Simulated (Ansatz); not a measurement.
Consider the formal exchange of groups at a C–N bond: `CN(C)BN` + `F[SiH2]P` → `C[SiH](F)P` + `CNBN`.

Calculated with Ansatz (gas phase, PBE0-D4/def2-TZVP geometries, no zero-point term in ΔE). CBS: MP2 limit from def2 TZ/QZ plus the TZ coupled-cluster correction, frozen cores. Functionals use def2-TZVPP. Each species was taken in one conformer, which may not be the lowest.

```csv
level,ΔE (kcal/mol)
r2SCANh,-19.1
BHLYP,-18.2
SCS-MP2/def2-TZVPP,-17.2
SCS-MP2/def2-QZVPP,-17.6
```

What does CCSD(T)/CBS give? (Best estimate.)

Ansatz gave: -18.1 kcal/mol. The listed levels differ from it by -1.0, -0.1, 0.9, 0.5 kcal/mol.

What do rigid-rotor, harmonic-oscillator terms from PBE0-D4/def2-TZVP frequencies (298.15 K, 1 bar) make of the CCSD(T)/CBS value? (Estimate.)

The calculation gave: ΔZPE = +0.5 kcal/mol, ΔH = -17.3 kcal/mol, ΔS = 3 J/(mol·K), ΔG = -17.5 kcal/mol.

Largest T1 diagnostic among the species: 0.013.

Leaving LDA and LC-ωPBE aside and taking each functional with its dispersion term where it has one, the values, not all of them listed here, spread over 1.8 kcal/mol, from r2SCAN0-D4 to revPBE-D4. LDA lies +1.7 kcal/mol from PBE without D4. At CCSD(T), def2-SVP lies +3.9 kcal/mol from the extrapolated value and def2-TZVPP +0.7 kcal/mol.
